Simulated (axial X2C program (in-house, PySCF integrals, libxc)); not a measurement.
**Potential curves of HgB, with spin–orbit coupling**

Calculated with an in-house all-electron X2C program for linear molecules (integrals from PySCF). Two-component (2c) means X2C with spin–orbit coupling and atomic mean-field two-electron Coulomb and Gaunt terms. Basis: Hg dyall-cv3z [13s14p9d6f4g], B dyall-v3z [7s6p2d1f] (cores contracted in-house); Gaussian nuclei, density fitting, unrestricted open shells. Masses: Hg 201.971 u, B 11.009 u.

State: Ω = 1/2 (⟨Sz⟩ = -0.46, ⟨Lz⟩ = 0.96 at BLYP). Energies in cm⁻¹ from the fragments at the same level (Hg + B). Fits are polynomials in 1 − R0/R over 0.85 to 1.23 times the lowest point R0.

```csv
R (Å),BLYP
2.1150,-2193
2.1825,-2472
2.2500,-2547
2.3287,-2462
2.4075,-2257
2.5088,-1900
```

One determinant describes the state; a PBE0 search over occupations chose it and may have missed a lower one. De is counted from the lowest determinant-based energies of the atoms at the same level, without counterpoise correction. Density functionals use the spin component along the axis (collinear). The 2c atoms are single determinants rather than J levels; their spin–orbit lowering is only partly caught, and De is too large by that part. This holds for BLYP. The functionals have no current-density term, which raises determinants with orbital currents, atoms included. The atomic limit has a lower orbital projection than the molecule and lies lower at mean-field level, so De may be about a tenth of an eV too small.

(1) What are Re, ωe and De at the BLYP level?

Answers

(1) At BLYP, 2c: Re = 2.248 Å, ωe ≈ 315 cm⁻¹, De = 0.32 eV to Hg + B; Be follows as 0.32 cm⁻¹.
